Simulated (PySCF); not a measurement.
Ionisation energy of B⁺ by level of theory

B⁺ [He] 2s2 → B²⁺ [He] 2s1 [2s1/2^1, M_J = 1/2], as a difference of total energies. Computed with PySCF 2.14 in x2c-TZVPall-2c (5s3p2d1f, 31 functions), with the two-component X2C-1e Hamiltonian. Correlated levels: 1s2 frozen. "Screened" scales the spin-orbit matrix elements by Boettger's factors to mimic the two-electron term; Breit and QED terms are absent.

| method | ionisation energy (eV) |
| --- | --- |
| GHF (screened spin-orbit) | 23.447 |
| GMP2 (screened spin-orbit) | 24.412 |

Problem. How much does correlation contribute at GMP2 (screened spin-orbit)?

Solution. 24.412 − (23.447) = 0.965 eV, measured against GHF (screened spin-orbit).

Errors of the correlated levels include the incompleteness of this basis and the frozen core.

MP2 underrates the near-degeneracy of ns² with np² in the lower species.

For comparison: 25.155 eV (measured; NIST Atomic Spectra Database, ionization energies).
